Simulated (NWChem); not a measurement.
System meant: CdNH$_{3}$; SMILES [NH2][CdH]

The following NWChem deck was run.

```
start job
memory heap 200 mb stack 900 mb global 1100 mb
geometry units angstroms noautoz
  Cd    -0.001222    -0.217766     0.307048
  H     -0.002285    -1.842772     0.617530
  N     -0.000514     1.775458     0.082286
  H     -0.817643     2.193265    -0.357382
  H      0.818669     2.193141    -0.353633
end
basis spherical
  Cd library def2-svp
  H library def2-svp
  N library def2-svp
end
dft
  xc pbe0
  iterations 150
  mulliken
end
task dft energy
```

End of the output:

```
             Northwest Computational Chemistry Package (NWChem) 7.3.0
             --------------------------------------------------------

 CS  symmetry detected

                             Geometry "geometry" -> ""
                             -------------------------

 Output coordinates in angstroms (scale by  1.889725989 to convert to a.u.)

  No.       Tag          Charge          X              Y              Z
 ---- ---------------- ---------- -------------- -------------- --------------
    1 Cd                  48.0000     0.00187450    -0.29902295     0.00000000
    2 H                    1.0000     0.07676499    -1.95172864     0.00000000
    3 N                    7.0000     0.06448440     1.70585619     0.00000000
    4 H                    1.0000    -0.30906584     2.18191849    -0.81815815
    5 H                    1.0000    -0.30906584     2.18191849     0.81815815

 Effective nuclear repulsion energy (a.u.)     132.1720023127

      Symmetry information
      --------------------

 Group name             Cs
 Group number              2
 Group order               2
 No. of unique centers     4

                                 NWChem DFT Module
                                 -----------------

 Summary of "ao basis" -> "ao basis" (spherical)
 ------------------------------------------------------------------------------
       Tag                 Description            Shells   Functions and Types
 ---------------- ------------------------------  ------  ---------------------
 Cd                         def2-svp                11       31   5s3p2d1f
 H                          def2-svp                 3        5   2s1p
 N                          def2-svp                 6       14   3s2p1d

      Symmetry analysis of basis
      --------------------------

        a'         40
        a"         20

            General Information
            -------------------
          SCF calculation type: DFT
          Wavefunction type:  closed shell.
          No. of atoms     :     5
          No. of electrons :    58
           Alpha electrons :    29
            Beta electrons :    29
          Charge           :     0
          Spin multiplicity:     1
          Use of symmetry is: on ; symmetry adaption is: on
          Maximum number of iterations: 150
          AO basis - number of functions:    60
                     number of shells:    26
          Convergence on energy requested:  1.00D-06
          Convergence on density requested:  1.00D-05
          Convergence on gradient requested:  5.00D-04

              XC Information
              --------------
                         PBE0 Method XC Functional
                     Hartree-Fock (Exact) Exchange  0.250
          PerdewBurkeErnzerhof Exchange Functional  0.750
            Perdew 1991 LDA Correlation Functional  1.000 local
           PerdewBurkeErnz. Correlation Functional  1.000 non-local

             Grid Information
             ----------------
          Grid used for XC integration:  medium
          Radial quadrature: Mura-Knowles
          Angular quadrature: Lebedev.
          Tag              B.-S. Rad. Rad. Pts. Rad. Cut. Ang. Pts.
          ---              ---------- --------- --------- ---------
          Cd                  1.55      123           9.0       590
          H                   0.35       45          11.0       434
          N                   0.65       49          10.0       434
          Grid pruning is: on
          Number of quadrature shells:   262
          Spatial weights used:  Erf1

      Superposition of Atomic Density Guess
      -------------------------------------

 Sum of atomic energies:       -1263.96183290

      Non-variational initial energy
      ------------------------------

 Total energy =   -1267.144144
 1-e energy   =   -2013.975887
 2-e energy   =     614.659741
 HOMO         =      -1.967713
 LUMO         =      -1.239974

      Symmetry analysis of molecular orbitals - initial
      -------------------------------------------------

  Numbering of irreducible representations:

     1 a'          2 a"

  Orbital symmetries:

     1 a'          2 a'          3 a'          4 a"          5 a'
     6 a'          7 a"          8 a'          9 a"         10 a'
    11 a'         12 a'         13 a"         14 a'         15 a"
    16 a'         17 a'         18 a"         19 a'         20 a'
    21 a"         22 a'         23 a'         24 a'         25 a"
    26 a'         27 a"         28 a'         29 a'         30 a'
    31 a"         32 a'         33 a'         34 a"         35 a'
    36 a'         37 a'         38 a"         39 a'

     ---------------------------------------------
      Total Density - Mulliken Population Analysis
     ---------------------------------------------

    Atom       Charge   Shell Charges
 -----------   ------   -------------------------------------------------------
    1 Cd  48    55.43   2.00  2.01  2.05  2.64 -0.56  6.02  6.96 -0.44 10.04 10.71 14.00
    2 H    1    -0.28   0.08 -0.33 -0.02
    3 N    7     2.57   1.99  0.92  0.54  0.12 -0.97 -0.02
    4 H    1     0.14   0.08  0.06  0.00
    5 H    1     0.14   0.08  0.06  0.00

[...]
```

### Question
Can this run be used? If not, why, and what is the fix?

### Answer
The run ends normally but its numbers are meaningless: the def2 basis of a heavy element holds valence functions alone and wants its effective core potential (without it all electrons must fit into that basis). This input runs:
```
start job
memory heap 200 mb stack 900 mb global 1100 mb
geometry units angstroms noautoz
  Cd    -0.001222    -0.217766     0.307048
  H     -0.002285    -1.842772     0.617530
  N     -0.000514     1.775458     0.082286
  H     -0.817643     2.193265    -0.357382
  H      0.818669     2.193141    -0.353633
end
basis spherical
  Cd library def2-svp
  H library def2-svp
  N library def2-svp
end
ecp
  Cd library def2-ecp
end
dft
  xc pbe0
  iterations 150
  mulliken
end
task dft energy
```
It converges to -224.13939 Ha (PBE0/def2-SVP with def2 effective core potentials on Cd). The faulty run gave -1370.760 Ha, with all electrons squeezed into the valence basis.
